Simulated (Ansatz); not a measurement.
Stepwise reaction of `CO[SiH](C)C` with water, as a gas-phase model of exchange steps in deposition or etching. ΔE in kJ/mol.

Program: Ansatz. Geometries: PBE0-D4/def2-TZVP. ΔE: electronic, gas phase. CCSD(T)/CBS is the MP2 limit (def2-TZVPP, def2-QZVPP) plus CCSD(T) − MP2 in def2-TZVPP, frozen cores. This one scheme is used for every species. DFT in def2-TZVPP. B3LYP here is the variant with VWN-RPA as its local correlation; programs differ in this. One conformer a species, not always the lowest.

| step | reaction | PBE-D4 | B3LYP-D4 | ωB97M-V | CCSD(T)/CBS |
| --- | --- | --- | --- | --- | --- |
| 2 | `CO[SiH](C)O` + H₂O → `CO[SiH](O)O` + CH₄ | -109.2 | -121.1 | -118.7 | -116.7 |

(1) Give the row of step 1, `CO[SiH](C)C` + H₂O → `CO[SiH](C)O` + CH₄. (Best estimate.)

(2) By hand: ΔE of the 2 steps together at CCSD(T)/CBS.

Answers

(1) The calculation gave: 
```json
{"step": "1", "reaction": "`CO[SiH](C)C` + H₂O → `CO[SiH](C)O` + CH₄", "PBE-D4": "-106.7", "B3LYP-D4": "-117.5", "ωB97M-V": "-115.2", "CCSD(T)/CBS": "-112.0"}
```

(2) (-112.0) + (-116.7) = -228.7 kJ/mol, or -114.3 kJ/mol a step.

In ΔE the steps differ by no more than 4.7 kJ/mol. All are downhill at CCSD(T)/CBS. PBE-D4 differs from CCSD(T)/CBS by 5.3 to 7.5 kJ/mol a step. Isolated molecules leave out the surface, adducts and barriers. Largest T1 diagnostic: 0.011.
